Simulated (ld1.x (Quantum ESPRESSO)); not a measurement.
# Before and after: RRKJ potential for hydrogen (H)

| Property | Result |
| --- | --- |
| Element | hydrogen (H) |
| Generator | ld1.x (Quantum ESPRESSO) 7.5 |
| Type | norm-conserving RRKJ (Kleinman–Bylander form) |
| Functional | PBE |
| Relativity | scalar-relativistic |
| Frozen core | none |
| Valence charge | 1 |
| Reference configuration | 1s1 |
| Partial waves | 1s (bound): rc 1.25 bohr; 2p channel at 0.2 Ry: rc 1.30 bohr |
| Local potential | all-electron potential smoothed inside 0.95 bohr (lloc = -1) |
| Core correction | none |
| rho0 | 0.01 |

All-electron outer shells of the reference configuration (PBE, scalar-relativistic, ld1.x):

```tsv
shell	level (eV)	outermost node (bohr)	outermost maximum (bohr)
1s	-6.49	–	1.03
```

Change: all radii scaled by about 1.11 (s 1.40, p 1.44 bohr); local potential all-electron potential smoothed inside 1.06 bohr (lloc = -1).

Cutoffs: the cutoffs (Ry, on a coarse ladder) from which the occupation-weighted sum of valence levels, in a spherical-Bessel basis at the reference potential, stays within 10 and 1 mRy of its value at 400 Ry; they do not see the model core or the augmentation charge, which bear on the density cutoff. Errors are all-electron minus pseudo energies relative to the spin-unpolarised reference configuration.

Task: What does the change do?

Result: The potential gets softer (90 Ry and 110 Ry → 70 Ry and 90 Ry); neither file shows a bound ghost. A larger radius leaves more room for a smooth pseudo-wave, so fewer plane waves are needed.

```tsv
quantity	base	changed
cutoff, loose	90 Ry	70 Ry
cutoff, tight	110 Ry	90 Ry
bound ghosts	none	none
error for 1s0.5, meV [ΔE 4.76 eV]	+9.5	+14
```
